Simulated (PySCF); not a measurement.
**Working out the excitation energy of B⁺**

B⁺ [He] 2s2 (1S) → B⁺ [He] 2s1 3d1 (3D). All numbers are calculated (PySCF 2.14, no relativity, point nucleus, in aug-cc-pwCVDZ (5s4p2d, 27 functions)). Frozen: nothing. Energies in hartree (1 hartree = 27.21139 eV):

| part | B⁺ (lower) | B⁺ (upper) |
| --- | --- | --- |
| UHF | -24.235833 | -23.587365 |
| MP2 opposite-spin | -0.058598 | -0.024084 |
| MP2 same-spin | -0.001358 | -0.002383 |

What does Hartree-Fock give?

(-23.587365) − (-24.235833) = 0.648468 hartree = 17.646 eV.

What do MP2 and SCS-MP2 (6/5 opposite-spin, 1/3 same-spin) give?

The opposite-spin parts differ by 0.939 eV and the same-spin parts by -0.028 eV. MP2: 17.646 + (0.939) + (-0.028) = 18.557 eV. SCS-MP2: 17.646 + 1.2 × (0.939) + (-0.028)/3 = 18.763 eV.

A double-zeta basis recovers only part of the correlation energy.
